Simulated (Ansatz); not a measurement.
Start from `[SiH3][GeH]1[CH2][SiH2]1` and change one atom or group to get `[OH][GeH]1[CH2][SiH2]1`.

Ansatz, PBE0-D4/def2-TZVP geometries, multiplicity 1. Each molecule was computed in one conformer, which needn't be the lowest.

Scalar relativity is left out up to krypton.

| property | `[SiH3][GeH]1[CH2][SiH2]1` |
| --- | --- |
| LUMO energy (B3LYP/def2-TZVPP) / eV | -0.70 |
| HOMO energy (PBE0/def2-TZVPP) / eV | -6.55 |
| size of the dipole moment (ωB97M-V/def2-TZVPP) / D | 0.25 |
| HOMO–LUMO gap (B3LYP/def2-TZVPP) / eV | 5.65 |
| HOMO–LUMO gap (ωB97M-V/def2-TZVPP) / eV | 9.69 |
| LUMO energy (PBE/def2-TZVPP) / eV | -1.31 |

Task: What does the change do to each property? (An estimate is asked.)

Result: Ansatz gave: 
```json
{"property": "LUMO energy (B3LYP/def2-TZVPP) / eV", "`[OH][GeH]1[CH2][SiH2]1`": "-0.79", "shift": "-0.09"}
{"property": "HOMO energy (PBE0/def2-TZVPP) / eV", "`[OH][GeH]1[CH2][SiH2]1`": "-6.57", "shift": "-0.02"}
{"property": "size of the dipole moment (ωB97M-V/def2-TZVPP) / D", "`[OH][GeH]1[CH2][SiH2]1`": "1.32", "shift": "1.07"}
{"property": "HOMO–LUMO gap (B3LYP/def2-TZVPP) / eV", "`[OH][GeH]1[CH2][SiH2]1`": "5.59", "shift": "-0.06"}
{"property": "HOMO–LUMO gap (ωB97M-V/def2-TZVPP) / eV", "`[OH][GeH]1[CH2][SiH2]1`": "9.80", "shift": "0.11"}
{"property": "LUMO energy (PBE/def2-TZVPP) / eV", "`[OH][GeH]1[CH2][SiH2]1`": "-1.40", "shift": "-0.09"}
```

Dipoles are sizes alone; their direction can turn.

B3LYP here is the variant with VWN-RPA as its local correlation; programs differ in this.

Positive LUMOs are unbound, so they and the gaps depend on the basis.
